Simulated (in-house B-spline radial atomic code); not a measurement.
**Excitations of the arsenic ion As⁵⁺ by several methods**

Full response, energies in eV; labels give the largest channel, * marks a mixed state, a dash one above the method's threshold, and an imaginary frequency an unstable closed-shell reference. Computed with a B-spline radial code for spherical atoms: linear response of the closed shell [Ar] 3d10 with each method's own kernel (bare exchange for TDHF, static screening on G0W0 levels for BSE, the adiabatic kernel for functionals); scalar-relativistic (spin-free one-electron X2C), finite nucleus, no spin-orbit coupling, no double excitations, S, P, D and F terms only. Only terms of natural parity with L up to 3 were computed.

| method | 3d → 4s 3D | 3d → 4s 1D | 3d → 4p 3P | α (bohr³) |
| --- | --- | --- | --- | --- |
| TDHF | 42.75 | 43.69 | 55.63 | 0.5095 |
| BSE on G0W0@HF | 41.36 | 42.20 | 54.47 | 0.5065 |
| LDA VWN5 | ? | ? | ? | ? |
| PBE | 36.67 | 37.40 | 49.77 | 0.565 |
| PBE0 | 38.47 | 39.23 | 51.57 | 0.5474 |
| B3LYP (VWN-RPA) | 37.50 | 38.32 | 50.51 | 0.5541 |
| CAM-B3LYP | 37.35 | 38.17 | 50.32 | 0.5551 |
| LC-wPBE | 36.89 | 37.62 | 49.92 | 0.5628 |
| wB97X | 39.36 | 39.87 | 52.42 | 0.5505 |
| HSE06 | 38.38 | 39.14 | 51.50 | 0.5487 |
| BHandHLYP | ? | ? | ? | ? |
| BLYP | 35.94 | 36.78 | 48.91 | 0.5691 |
| PBEsol | 37.01 | 37.73 | 50.08 | 0.5636 |
| BP86 | 37.33 | 38.00 | 50.52 | 0.5633 |
| LDA exchange-only | 36.23 | 37.04 | 49.17 | 0.5731 |
| B97-1 | 38.48 | 39.03 | 51.69 | 0.5492 |
| RPBE | 36.54 | 37.26 | 49.59 | 0.5645 |
| OLYP | 36.66 | 37.47 | 49.45 | 0.5537 |

Q: What does LDA VWN5 give?

A: 3d → 4s 3D: 37.14; 3d → 4s 1D: 37.79; 3d → 4p 3P: 50.33; α: 0.5643 (eV, bohr³).

Q: What does BHandHLYP give?

A: 3d → 4s 3D: 39.27; 3d → 4s 1D: 40.17; 3d → 4p 3P: 52.21; α: 0.5358 (eV, bohr³).
